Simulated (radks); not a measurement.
Results of a calculation; reference values are marked as such.
Task: Gd13+, 51 electrons, occupied as [Kr] 4d10 4f5 (the NIST ground configuration). Level of theory: Dirac Kohn-Sham, PBE, spin-unpolarised, spherical densities, finite nucleus; open shells fill j = l - 1/2 first; Fermi nuclear charge, rms radius 5.1569 fm (a radial shooting solver on a logarithmic mesh with Libxc functionals).

Spin-orbit splittings of the eigenvalues, e(l+1/2) - e(l-1/2), with zeta = 2 splitting/(2l+1) and mean radii in bohr:

| shell | occ. | splitting (eV) | zeta (eV) | <r> j=l-1/2 | <r> j=l+1/2 |
|---|---|---|---|---|---|
| 2p | 6 | 696.1 | 464.1 | 0.07745 | 0.08429 |
| 3p | 6 | 142.9 | 95.29 | 0.2335 | 0.2465 |
| 3d | 10 | 31.15 | 12.46 | 0.2186 | 0.2226 |
| 4p | 6 | 32.58 | 21.72 | 0.5585 | 0.5860 |
| 4d | 10 | ? | ? | 0.6121 | 0.6211 |
| 4f | 5 | 1.028 | 0.2936 | 0.6852 | 0.6895 |

Estimate the 4d splitting.

Result: 6.071 eV (zeta = 2.428 eV).
